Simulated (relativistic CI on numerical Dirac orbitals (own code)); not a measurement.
**Charge states of oxygen**

These numbers are calculated, not measured: Dirac-Coulomb-Breit CI, separate exchange-only KLI orbitals for each configuration, QED by a radiative potential, valence Slater integrals scaled by 0.9 (own radial code, finite nucleus).

Each species is treated in one configuration, given outside its closed core. Radial values are for the open shell of highest l, unscaled and averaged over j; ζ includes the Breit term. Labels give the leading LS character, summed over repeated terms.

```
Ion  Configuration  Its lowest level  LS weight (%)  ζ (cm⁻¹)  Next level  E (cm⁻¹)    g_J  g√(J(J+1))
  O        2s2 2p4              3P_2            100     144.6        3P_1    155.35  1.501        3.68
 O⁺        2s2 2p3           4S°_3/2            100     178.1     2D°_5/2     27003  2.002        3.88
O²⁺        2s2 2p2              3P_0            100     216.7        3P_1     113.8               0.00
O³⁺         2s2 2p           2P°_1/2            100     261.2     2P°_3/2    393.19  0.666        0.58
O⁴⁺            2s2              1S_0            100                                               0.00
O⁵⁺             2s            2S_1/2            100                                  2.002        1.73
O⁶⁺            1s2              1S_0            100                                               0.00
```

With one configuration, terms of near-neutral atoms and ions can be 10 to 25 % off, and close levels can change places.
